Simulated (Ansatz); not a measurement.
Ansatz (a program for electronic structure) job for C₂H₉NOSi₂, SMILES [SiH3]/N=C\CO[SiH3], PBE/def2-SVPD. Coordinates come from a r2SCAN-D4/def2-SVP optimisation. The structure was generated by enumeration; whether it is a known compound was not checked. One conformer was computed; it need not be the lowest.

Ansatz 0.2 input:
```yaml
crystal:
  periodic: [false, false, false]
  atoms:
    - {symbol: Si, position_ang: [-2.68588689, -0.17152404, 0.93716045]}
    - {symbol: N, position_ang: [-1.70360443, 0.69371451, -0.21809936]}
    - {symbol: C, position_ang: [-0.58319357, 0.46240432, -0.75885283]}
    - {symbol: C, position_ang: [0.30512936, -0.75333599, -0.57355536]}
    - {symbol: O, position_ang: [1.64252933, -0.48899782, -0.92576558]}
    - {symbol: Si, position_ang: [2.71491135, 0.30685587, 0.08246347]}
    - {symbol: H, position_ang: [-2.07669989, -1.39346178, 1.56718291]}
    - {symbol: H, position_ang: [-3.92585553, -0.58805533, 0.22132049]}
    - {symbol: H, position_ang: [-3.03594158, 0.78702089, 2.02261816]}
    - {symbol: H, position_ang: [-0.16469879, 1.18900108, -1.49167188]}
    - {symbol: H, position_ang: [0.21015931, -1.14498097, 0.45975810]}
    - {symbol: H, position_ang: [-0.06909598, -1.54848575, -1.24749524]}
    - {symbol: H, position_ang: [2.26364556, 1.70554833, 0.36146401]}
    - {symbol: H, position_ang: [2.82641832, -0.41826613, 1.38653973]}
    - {symbol: H, position_ang: [4.01910772, 0.31860489, -0.62718190]}
basis:
  gaussian:
    orbitals: def2-SVPD
hamiltonian:
  xc: {name: PBE}
```

Output:

```
WARN ansatz: RAYON_NUM_THREADS=2 ignored (pool sized by the plan → 2); use --threads N
Functional definition: PBE
integrals: 0.16 GiB planned
1730 factors; their error is unknown
mean field: 1.04 GiB planned
mean field evaluation 1: about -21478.8683 eV, gradient 6.8e1 eV
mean field evaluation 2: about -21435.2615 eV, gradient 1.5e2 eV
mean field evaluation 4: about -21488.5110 eV, gradient 1.3e1 eV
mean field evaluation 8: about -21488.8865 eV, gradient 3.5e-1 eV
mean field evaluation 16: about -21488.8171 eV, gradient 5.4e-4 eV
mean field -21488.81710068 eV, -789.6994628067 hartree, gradient 2.9e-5 eV, S^2 0.000000; 0 other end points of the search recorded, 0 dependent functions left out
reference -21488.81716245 eV, -789.6994650766 hartree; 32, 32 occupied and 171, 171 virtual orbitals, 1730 factors
Total energy: -21488.81716245 eV, -789.6994650766 hartree
```

The run converged.

Cost: around 7 core-seconds (rough).
